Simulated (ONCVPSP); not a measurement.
What one change does to a pseudopotential (silver, ONCV)

- Element: silver
- Generator: ONCVPSP 4.0.1
- Type: optimised norm-conserving Vanderbilt (ONCV)
- Functional: LDA (Perdew-Zunger)
- Relativity: scalar-relativistic
- Frozen core: [Ar] 3d10
- Valence charge: 19
- Reference configuration: 4s2 4p6 4d10 5s1
- Partial waves: 4s+5s: rc 1.45 bohr, ncon 4, nbas 9, qcut 9.1 1/bohr, 2 projectors; 4p: rc 1.45 bohr, ncon 4, nbas 9, qcut 7.8 1/bohr, local; 4d: rc 1.85 bohr, ncon 4, nbas 9, qcut 8.4 1/bohr, 1 projector
- Local potential: the p channel
- Core correction: Teter function fitted to the true core (icmod 2), fcfact 0.65

All-electron outer shells of the reference configuration (LDA (Perdew-Zunger), scalar-relativistic, ld1.x):

```json
{"shell": "3d", "level (eV)": "-358.91", "outermost node (bohr)": "–", "outermost maximum (bohr)": "0.27"}
{"shell": "4s", "level (eV)": "-95.08", "outermost node (bohr)": "0.44", "outermost maximum (bohr)": "0.82"}
{"shell": "4p", "level (eV)": "-58.67", "outermost node (bohr)": "0.44", "outermost maximum (bohr)": "0.87"}
{"shell": "4d", "level (eV)": "-7.66", "outermost node (bohr)": "0.43", "outermost maximum (bohr)": "1.04"}
{"shell": "5s", "level (eV)": "-4.72", "outermost node (bohr)": "1.11", "outermost maximum (bohr)": "2.49"}
```

Change: s: qcut 10.7.

Cutoffs: the cutoffs (Ha) at which the residual kinetic energy of the hardest occupied pseudo-wave falls to 1 and 0.1 mHa per electron; they do not see the model core or the augmentation charge, which bear on the density cutoff. Errors are all-electron minus pseudo energies relative to the spin-unpolarised reference configuration.

Task: How do hardness, ghosts and transferability respond?

Result: The potential gets harder (29 Ha and 34 Ha → 35 Ha and 41 Ha); of the 4 tests that both files solve, the error grows in 0 and shrinks in 1 by more than 15 % and 0.3 meV (median size 18.5 → 18.6 meV); neither file shows a bound ghost. The waves are optimised to have the least kinetic energy above qcut, so the cutoff follows it (qcut²/2 in Ha).

| quantity | base | changed |
| --- | --- | --- |
| cutoff, loose | 29 Ha | 35 Ha |
| cutoff, tight | 34 Ha | 41 Ha |
| loose cutoff by channel | s 29 Ha, p 19 Ha, d 25 Ha | s 35 Ha, p 19 Ha, d 25 Ha |
| bound ghosts | none | none |
| GHOST(+) flags under 300 eV | none | none |
| error for 4s2 4p6 4d10 5s0, meV [ΔE 8.10 eV] | -0.8 | -0.5 |
| error for 4s2 4p6 4d9 5s0, meV [ΔE 30.49 eV] | +1.9 | +2.0 |
| error for 4s2 4p6 4d8 5s0, meV [ΔE 66.92 eV] | +35 | +35 |
| error for 4s2 4p6 4d7 5s0, meV [ΔE 118.85 eV] | +139 | +139 |
| s: phases at 1.47 bohr within 0.05 rad from the reference energy up to (Ha; the scan ends near 5) | to the end of the scan | to the end of the scan |
| p: phases at 1.47 bohr within 0.05 rad from the reference energy up to (Ha; the scan ends near 5) | 0.4 | 0.4 |
| d: phases at 1.88 bohr within 0.05 rad from the reference energy up to (Ha; the scan ends near 5) | 2.0 | 2.0 |
| rms error of d²Exc/dni dnj with the model core, mHa | 0.50 | 0.28 |
